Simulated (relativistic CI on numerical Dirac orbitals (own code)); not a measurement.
Method of calculation: Dirac-Coulomb-Breit CI, KLI orbitals optimised for each configuration, model QED (radiative potential, 1s self-energy scaled to tabulated hydrogen-like ionisation energies), valence Slater integrals scaled by 0.85, P86 correlation estimate, and configurations built on the next ion tied to the tabulated ionisation energy (semi-empirical) (own radial code, finite nucleus).

Configurations in the expansion (outside the closed core [Ar]): 3d⁸4s², 3d¹⁰, 3d⁹4s, 3d⁹4p, 3d⁹4d, 3d⁹5s, 3d⁹4f, 3d⁸4s4p, 3d⁸4p², 3d⁸4s4d, 3d⁹5p, 3d⁸4s5s, 3d⁸4s6s, 3d⁸4s5p, 3d⁸4s6p, 3d⁸4s4f, 3d⁸4s5d, 3d⁸4s5g, 3d⁸4s5f, 3d⁸4s6d, 3d⁸4s6g, 3d⁸4d², 3d⁷4s²4p. Levels of other configurations are missing.

Configurations that consist of the next ion and one excited electron were tied to the tabulated ionisation energy; Rydberg ones are usually within 1,000 to 3,000 cm⁻¹ and the lowest ones within about 6,000 (9,000 in d shells), while levels on excited terms of the next ion carry the error of that term, and the other configurations can be misplaced by 10,000 cm⁻¹ or more. Rates follow the energies as ν³ (E1, M1) or ν⁵ (E2), so rates, branching and lifetimes can be off by large factors. The fine structure of a lone outer electron comes out too small, for d and f at times inverted, and misplaced configurations move strength between like terms.

Outline of the computed level scheme of Ni I. Lowest level of each configuration: 3d⁸4s² ³F4 at 0.0000 eV; 3d⁹4s ³D3 at 0.8510 eV; 3d⁸4s4p ⁵D°4 at 2.6862 eV; 3d⁹4p ³P°2 at 3.8287 eV.

Some strong electric-dipole decays among the lowest 45 levels: 3d⁹4p ³F°4 → 3d⁹4s ³D3 (1.0e+08 s⁻¹); 3d⁹4p ³D°3 → 3d⁹4s ³D3 (9.0e+07 s⁻¹); 3d⁹4p ³P°0 → 3d⁹4s ³D1 (8.2e+07 s⁻¹); 3d⁹4p ³F°3 → 3d⁹4s ³D2 (7.8e+07 s⁻¹); 3d⁹4p ³P°1 → 3d⁹4s ³D2 (6.9e+07 s⁻¹); 3d⁹4p ³P°2 → 3d⁹4s ³D3 (5.8e+07 s⁻¹); 3d⁹4p ³D°3 → 3d⁸4s² ³F4 (5.5e+07 s⁻¹); 3d⁹4p ³F°3 → 3d⁹4s ³D3 (1.5e+07 s⁻¹).

Rates of lines that live on the mixing of spin multiplicities can be off by large factors.
